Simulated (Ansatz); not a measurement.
Geometry optimisation, Ansatz 0.2.0, RKS PBE-D4/def2-SVP.

input.yaml

```yaml
crystal:
  periodic: [false, false, false]
  atoms:
    - { symbol: Al, position_ang: [-0.064643, -0.229335, 0.035125] }
    - { symbol: O, position_ang: [-0.051143, -0.294619, 1.788086] }
    - { symbol: H, position_ang: [-0.909644, -0.411488, 2.231544] }
    - { symbol: F, position_ang: [1.396414, -0.224025, -0.75384] }
    - { symbol: F, position_ang: [-1.492386, -0.331651, -0.814367] }
    - { symbol: Br, position_ang: [0.133147, 3.157467, 1.249704] }
    - { symbol: H, position_ang: [0.259455, 1.872552, 2.033947] }
basis:
  gaussian: { orbitals: def2-SVP }
hamiltonian:
  xc: pbe
  dispersion: d4
relax:
  f_tol: 0.03
  max_steps: 50
output:
  orbitals: {}
```

Launched with:

```bash
$ ansatz run input.yaml --threads 2 --pin off --max-ram 3072MiB --backend cpu --events-out ev --progress --plain --runs-dir out
```

Question: Where does it end, and by what steps?

Answer: The run converged. After 16 steps the energy has fallen by 1.451 eV; H7 moved furthest, 1.16 Å. Parted: Br6–H7 (1.51 → 2.88 Å). Joined: Al1–Br6 (3.60 → 2.28 Å), O2–H7 (2.20 → 0.98 Å).

```json
{"step": "0", "energy less start (eV)": "0.0000", "largest force component (eV/Å)": "1.186", "accepted": "yes"}
{"step": "1", "energy less start (eV)": "-0.1401", "largest force component (eV/Å)": "0.263", "accepted": "yes"}
{"step": "2", "energy less start (eV)": "-0.2258", "largest force component (eV/Å)": "0.536", "accepted": "yes"}
{"step": "3", "energy less start (eV)": "-0.3460", "largest force component (eV/Å)": "0.688", "accepted": "yes"}
{"step": "4", "energy less start (eV)": "-0.3886", "largest force component (eV/Å)": "1.526", "accepted": "yes"}
{"step": "5", "energy less start (eV)": "-0.5711", "largest force component (eV/Å)": "1.197", "accepted": "yes"}
{"step": "6", "energy less start (eV)": "-0.7978", "largest force component (eV/Å)": "2.836", "accepted": "yes"}
{"step": "7", "energy less start (eV)": "-0.9609", "largest force component (eV/Å)": "3.560", "accepted": "yes"}
{"step": "8", "energy less start (eV)": "-1.2645", "largest force component (eV/Å)": "1.014", "accepted": "yes"}
{"step": "9", "energy less start (eV)": "-1.3001", "largest force component (eV/Å)": "0.666", "accepted": "yes"}
{"step": "10", "energy less start (eV)": "-1.3885", "largest force component (eV/Å)": "0.539", "accepted": "yes"}
{"step": "11", "energy less start (eV)": "-1.4022", "largest force component (eV/Å)": "0.918", "accepted": "yes"}
{"step": "12", "energy less start (eV)": "-1.4237", "largest force component (eV/Å)": "0.376", "accepted": "yes"}
{"step": "13", "energy less start (eV)": "-1.4412", "largest force component (eV/Å)": "0.136", "accepted": "yes"}
{"step": "14", "energy less start (eV)": "-1.4473", "largest force component (eV/Å)": "0.132", "accepted": "yes"}
{"step": "15", "energy less start (eV)": "-1.4496", "largest force component (eV/Å)": "0.106", "accepted": "yes"}
{"step": "16", "energy less start (eV)": "-1.4508", "largest force component (eV/Å)": "0.020", "accepted": "yes"}
```

```xyz
7
Properties=species:S:1:pos:R:3
Al 0.063 0.571 0.007
O -0.021 0.016 1.899
H -0.880 -0.435 2.041
F 1.426 -0.167 -0.624
F -1.434 -0.099 -0.379
Br 0.148 2.823 0.380
H -0.031 0.830 2.448
```

Whether the end is a true minimum wasn't checked by a vibrational analysis.

Time of the run: 15 s on 2 threads of Intel(R) Xeon(R) Platinum 8559C (Emerald Rapids), on a shared host, peak memory 0.17 GiB.
